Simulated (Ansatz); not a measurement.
```yaml
crystal:
  periodic: [false, false, false]
  atoms:
    - {symbol: Sn, position_ang: [-0.917347, 0.339035, -2.276342]}
    - {symbol: H, position_ang: [-0.746743, 0.835618, -3.918871]}
    - {symbol: H, position_ang: [-2.361344, -0.531121, -1.889696]}
    - {symbol: C, position_ang: [0.747608, -1.113501, -1.979371]}
    - {symbol: Sn, position_ang: [0.583790, -2.394165, -0.254798]}
    - {symbol: H, position_ang: [0.207738, -3.998816, -0.761967]}
    - {symbol: H, position_ang: [1.989332, -2.218871, 0.737952]}
    - {symbol: C, position_ang: [-1.135427, -1.825767, 1.045746]}
    - {symbol: Sn, position_ang: [-0.820219, -0.128233, 2.334273]}
    - {symbol: H, position_ang: [-2.036642, 1.064830, 2.036502]}
    - {symbol: H, position_ang: [-0.665512, -0.664045, 3.965993]}
    - {symbol: C, position_ang: [1.120489, 0.886416, 1.916743]}
    - {symbol: Sn, position_ang: [1.153942, 2.183569, 0.197033]}
    - {symbol: H, position_ang: [1.204970, 3.827238, 0.716002]}
    - {symbol: H, position_ang: [2.408827, 1.687083, -0.884839]}
    - {symbol: C, position_ang: [-0.732841, 2.052360, -0.983395]}
    - {symbol: H, position_ang: [1.660438, -0.483455, -1.958545]}
    - {symbol: H, position_ang: [0.741938, -1.721696, -2.905947]}
    - {symbol: H, position_ang: [-1.976280, -1.674717, 0.338058]}
    - {symbol: H, position_ang: [-1.324743, -2.733502, 1.652919]}
    - {symbol: H, position_ang: [1.321659, 1.470575, 2.836956]}
    - {symbol: H, position_ang: [1.852633, 0.056467, 1.840354]}
    - {symbol: H, position_ang: [-1.537033, 2.100829, -0.220762]}
    - {symbol: H, position_ang: [-0.739225, 2.983879, -1.584010]}
basis:
  gaussian: {orbitals: def2-TZVP, initial_orbitals: start.molden}
total_charge: 1
magnetization: {spin_polarized: true, initial_magnetization: 1}
hamiltonian: {xc: pbe0, dispersion: d4}
scf: {omitted_lower_state_checks: [starts]}
output: {orbitals: {seedname: orbitals}}
```

The file start.molden holds the orbitals of an earlier run on this structure, at another level or in another basis.

```sh
$ ansatz run in.yaml --threads 4 --pin off --events-out ev --progress --plain --max-ram 6963MiB
```

Task: Does this run fit into the memory that it is given?

Result: No. It has 420 basis functions, and Ansatz plans for 7.19 GiB where 6.79 GiB are given.
